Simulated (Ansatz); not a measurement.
The cluster B₉N₉. Total charge 0; triplet. Geometry r2SCAN-D4/def2-SVP, that of the neutral singlet; atoms count from 1.

```xyz
18

B    -0.394   -3.580   -0.395
B    -0.222   -1.007    3.507
B     0.056    1.458    3.337
B    -0.399   -2.997    2.027
B     0.428    3.499   -0.867
B     0.313    3.232    1.609
B    -0.206   -2.495   -2.631
B     0.086   -0.241   -3.642
B     0.339    2.131   -2.944
N    -0.340   -3.421   -1.702
N     0.206    2.644    2.784
N    -0.070   -1.546   -3.535
N    -0.349   -2.261    3.120
N    -0.094    0.257    3.860
N     0.240    1.066   -3.715
N     0.417    3.789    0.419
N     0.435    3.176   -2.145
N    -0.445   -3.705    0.916
```

At PBE0-D4/def2-SVP a singlet of charge 0 lies 5.29 eV below the triplet at the same geometry. The structure comes from a short search, and lower isomers may exist.

Estimate the Mulliken populations from the PBE0/def2-SVP orbitals of Ansatz.


```tsv
atom	charge (e)	spin (α − β)
B1	0.03	0.00
B2	0.01	0.07
B3	-0.03	0.16
B4	0.02	0.02
B5	-0.07	0.24
B6	-0.09	0.26
B7	0.03	0.01
B8	0.01	0.05
B9	-0.02	0.13
N10	-0.03	0.01
N11	0.06	0.25
N12	-0.02	0.02
N13	-0.02	0.04
N14	0.01	0.11
N15	0.00	0.08
N16	0.09	0.33
N17	0.04	0.20
N18	-0.03	0.01
```
Mulliken values and Mayer orders depend strongly on the basis.

Where does the spin sit?

Summed by element: B 0.96, N 1.04, of 2 unpaired in all. Largest on single atoms: N16 0.33, B6 0.26, N11 0.25.

And the Mayer bond orders between bonded heavy atoms (over 0.3)?

B1–N10 1.68 (1.32 Å); B1–N18 1.68 (1.32 Å); B2–N13 1.68 (1.32 Å); B2–N14 1.67 (1.32 Å); B3–N11 1.63 (1.32 Å); B3–N14 1.66 (1.32 Å); B4–N13 1.68 (1.32 Å); B4–N18 1.68 (1.32 Å); B5–N16 1.60 (1.32 Å); B5–N17 1.64 (1.32 Å); B6–N11 1.62 (1.32 Å); B6–N16 1.60 (1.32 Å); B7–N10 1.68 (1.32 Å); B7–N12 1.68 (1.32 Å); B8–N12 1.68 (1.32 Å); B8–N15 1.67 (1.32 Å); B9–N15 1.67 (1.32 Å); B9–N17 1.64 (1.32 Å).
